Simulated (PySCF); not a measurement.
## Telling isomers of C₄H₈F₂O₂ apart by NMR

- σ from GIAO-PBE0/pcSseg-1
- geometry: PBE0-D3(BJ)/def2-SVP
- J couplings at B3LYP/pcJ-1 (spin–dipole term left out of most H,H and C,H couplings)
- run in PySCF 2.14.0 with density-fitted response routines
- equivalent nuclei averaged, one computed conformer, no solvent, non-relativistic Hamiltonian

References, each an isolated molecule treated in the same way: TMS for ¹H (σref 31.27), ¹³C (σref 184.41). Multiplet labels drop J under 1 Hz and among equivalent protons, and merge close values. Unscaled 3J(H,H) run several per cent high. Vicinal couplings that depend on rotamer populations or ring flexing (ring, CH–CH, X–H and H–F types) are those of the one conformer. One-bond C–F couplings are unscaled and too large by tens of Hz. Shifts are as computed. Against solution values, carbons near 30 ppm lie about +2 ppm off and those near 130 ppm about +5 ppm. Of 1313 compounds with measured shifts, 239 miss one by over three times the rms of a fit or turn the order of signals round; such compounds aren't used in these exercises.

(1) Tabulate the signals of `CCOC(F)(F)OC`, `CO[C@@H](F)[C@H](F)OC`, `COC(OC)C(F)F` and their relative energies.

(2) What is the quickest way to tell CO[C@@H](F)[C@H](F)OC from COC(OC)C(F)F?

(3) What is the quickest way to tell CCOC(F)(F)OC from COC(OC)C(F)F?

(4) What is the quickest way to tell CCOC(F)(F)OC from CO[C@@H](F)[C@H](F)OC?

Answers

(1) 
```tsv
SMILES	carbon types	δC	δH	E rel. (kcal/mol)
CCOC(F)(F)OC	1×C 1×CH2 2×CH3	128.7, 62.4, 52.3, 18.1	3.82 (q, 2H), 3.50 (s, 3H), 1.33 (tt, 3H)	0.0
CO[C@@H](F)[C@H](F)OC	2×CH 2×CH3	111.0, 56.4	4.57 (m, 2H), 3.50 (m, 6H)	19.1
COC(OC)C(F)F	2×CH 2×CH3	118.6, 104.8, 56.5	5.57 (t, 1H), 3.78 (t, 1H), 3.41 (m, 6H)	23.9
```

Energies are electronic energies at PBE0/pcSseg-1 on these geometries, without zero-point or thermal terms, each for the one conformer computed, which needn't be the lowest.

(2) Count the carbon signals: 2 against 3. The first has an sp3 CH bonded to F and O at 111.0 ppm, the second an sp3 CH bonded to 2 F at 118.6 ppm. In the proton spectra the most deshielded non-exchanging signals are 4.57 (m, 2H) and 5.57 (t, J = 61.9 Hz, 1H).

(3) Count the carbon signals: 4 against 3. The first has an sp3 carbon bearing two oxygens (C) at 128.7 ppm, the second an sp3 CH bonded to 2 F at 118.6 ppm. In the proton spectra the most deshielded non-exchanging signals are 3.82 (q, J = 8.0 Hz, 2H) and 5.57 (t, J = 61.9 Hz, 1H).

(4) Count the carbon signals: 4 against 2. The first has an sp3 carbon bearing two oxygens (C) at 128.7 ppm, the second an sp3 CH bonded to F and O at 111.0 ppm. In the proton spectra the most deshielded non-exchanging signals are 3.82 (q, J = 8.0 Hz, 2H) and 4.57 (m, 2H).
